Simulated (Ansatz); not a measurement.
Saddle point of SnH4BrF, closed shell (SnH₃Br ([Br][SnH3]) + HF → SnH₃F ([F][SnH3]) + HBr; bonds formed: Sn1–F7, Br2–H6; bonds broken: Sn1–Br2, H6–F7), PBE0-D4/def2-TZVP structure:

Sn1  (-0.483, -0.002, -0.648)
Br2  (2.142, -0.557, 0.741)
H3  (-0.470, -1.675, -0.886)
H4  (-2.079, 0.592, -0.511)
H5  (0.471, 1.021, -1.595)
H6  (0.732, 0.133, 1.474)
F7  (-0.314, 0.488, 1.425)
(Å)

Energies are electronic, without zero-point energy. Barriers and step energies count from the start structure reached by relaxing down the imaginary mode; all methods use the PBE0-D4 structures, on which another method's saddle can fall below an end. Ansatz 0.2.0; basis: def2-TZVPP, with def2-QZVPP for the basis limit; cores frozen in the correlated methods. Filled d shells of the heavier atoms are correlated. Core potentials replace the inner electrons of the atoms past krypton. The def2 sets are not built for correlating such inner shells, so the correlated values are less sure here. B3LYP uses VWN-RPA correlation. Extrapolation: Hartree–Fock as exp(−7.88 √X), correlation as X^−2.97.

| method | barrier (eV) | step energy (eV) |
| --- | --- | --- |
| SPW92 | 0.562 | 0.530 |
| PBE-D4 | 0.766 | 0.509 |
| BLYP-D4 | 0.806 | 0.409 |
| r2SCAN-D4 | 0.798 | 0.489 |
| B97M-V | 0.899 | 0.399 |
| PBE0-D4 | 0.919 | 0.585 |
| B3LYP-D4 | ? | 0.477 |
| r2SCAN0-D4 | ? | 0.570 |
| BHLYP-D4 | 1.065 | 0.541 |
| CAM-B3LYP-D4 | 0.919 | 0.426 |
| wB97X-V | 0.957 | 0.481 |
| wB97M-V | ? | 0.525 |
| B2PLYP | 0.968 | 0.476 |
| PBE-QIDH | 1.014 | 0.603 |
| RPA on PBE | 1.012 | 0.454 |
| HF | 1.373 | 0.541 |
| MP2 | 1.026 | 0.577 |
| CCSD | 1.117 | 0.530 |
| CCSD(T) | 1.044 | 0.523 |

Task: Fill in the withheld barriers. (Judge from chemistry; the value comes from the calculation.)

Result: Computed: B3LYP-D4 0.920; r2SCAN0-D4 0.927; wB97M-V 0.938 eV. Each is the energy of the saddle less that of the start structure, by the same method.

For comparison, the barrier by CCSD(T) at an estimated basis limit (MP2 extrapolated from triple and quadruple zeta, plus CCSD(T) − MP2 in triple zeta) is 1.012 eV.

The T1 diagnostic stays at or below 0.012.

Labels in which every atom is bracketed show which atoms are joined, not bond orders.

For scale, one of the runs: CCSD(T)/def2-TZVPP, 185 basis functions (an equivalent command: `ansatz run in.yaml --threads 4`). Hardware: 4 CPU threads, shared host. Wall time 72 s; peak host memory 2.3 GiB.
